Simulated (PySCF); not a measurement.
**A search over the determinants of CsHg⁺**

Unrestricted PBE0; PySCF, scalar-relativistic core potentials, basis sets Cs def2-SVP with ECP46, Hg def2-SVP with ECP60. Outer shells of the fragments: Cs+ closed shells only; Hg 5d10 6s2.

Followed along the bond (rough minima from three points):

```
2Ms+1  unpaired  ⟨S²⟩ at the start  R at minimum (Å)  Te (eV)
    1      none               0.00              4.04     0.00
    3      σ ↑↑               2.00  none in the scan   ≤ 4.93
```

Solutions found at the starting distance of 3.680 Å, counted from the lowest of them; the search is not exhaustive and high or unbound solutions are not listed, so other states can lie among these:

```tsv
2Ms+1	unpaired	term	E (eV)	⟨S²⟩	⟨Lz²⟩	μ (D)
1	none	¹Σ⁺	0.00	0.00	0.00	-8.87
3	σ ↑↑	³Σ⁺	5.21	2.00	0.00	-6.95
3	σ ↑, π ↑	³Π	5.50	2.00	1.01	-8.34
1	σ ↑, π ↓	mixed	6.03	1.00	1.00	-7.77
3	σ ↑, δ ↑	³Δ	8.74	2.00	4.00	6.16
```

A term symbol is given only where ⟨S²⟩ and ⟨Lz²⟩ are close to those of a pure state; real π, δ and φ orbitals otherwise mix terms. A positive dipole points towards Hg; it is taken about the centre of mass and depends on that origin.

Spin–orbit coupling is left out. Counting both spins, an empty level lies below a filled one in some of these solutions, because spin and occupation are held.
